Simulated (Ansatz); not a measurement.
```xyz
12

F     0.238    1.006    2.028
C    -0.819    0.577    1.266
C    -0.987    1.252   -0.076
Si   -0.586   -0.577   -0.195
Si    1.573   -1.121   -0.837
H    -1.718    0.484    1.871
H    -1.962    1.661   -0.317
H    -0.166    1.911   -0.345
H    -1.703   -1.512   -0.470
H     2.458    0.009   -0.455
H     1.644   -1.326   -2.308
H     2.028   -2.365   -0.162
```

Charge 0, multiplicity 1.

List the r2SCAN/def2-TZVPP orbital energies in eV (Ansatz 0.2.0). (Best estimate.)

The calculation gave: Occupied: -1791.10, -1790.92, -666.00, -275.15, -273.23, -141.59, -141.44, -96.46, -96.44, -96.44, -96.31, -96.28, -96.28, -31.49, -20.53, -15.65, -14.41, -13.19, -12.95, -11.56, -10.76, -10.36, -9.27, -9.05, -9.03, -7.97, -7.14, -6.02. Lowest empty: -1.03, -0.57, -0.09, 0.57, 0.95, 1.07, 1.66, 2.48.
